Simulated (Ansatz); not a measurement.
Gas-phase electronic energies from Ansatz, PBE0-D4/def2-TZVP geometries. CCSD(T)/CBS adds triple-zeta CCSD(T) − MP2 to the extrapolated MP2 energy (def2 sets, frozen cores). DFT in def2-TZVPP. One conformer a species, not always the lowest.

Consider the isomerisation: `N[SiH](O)CO` → `N[SiH2]OCO`.

```csv
species,r2SCAN-D4 energy (Eh)
`N[SiH](O)CO`,-537.05456
`N[SiH2]OCO`,-537.04006
```

Work out ΔE.

ΔE = (-537.04006) − (-537.05456) = 0.01450 Eh = +38.1 kJ/mol. CCSD(T)/CBS gives +38.8 kJ/mol.

Largest T1 diagnostic among the species: 0.011.

The D4 term adds +3.6 kJ/mol with B3LYP and +1.9 kJ/mol with PBE0; it sums over pairs of atoms, weighted by their polarisabilities, and B3LYP, whose exchange is more repulsive, gets the larger term. In def2-TZVPP, CCSD(T) changes the Hartree–Fock value by +18.8 kJ/mol (the triples alone add +1.5 kJ/mol) and MP2 by +22.7 kJ/mol.

B3LYP here is the variant with VWN-RPA as its local correlation; programs differ in this.
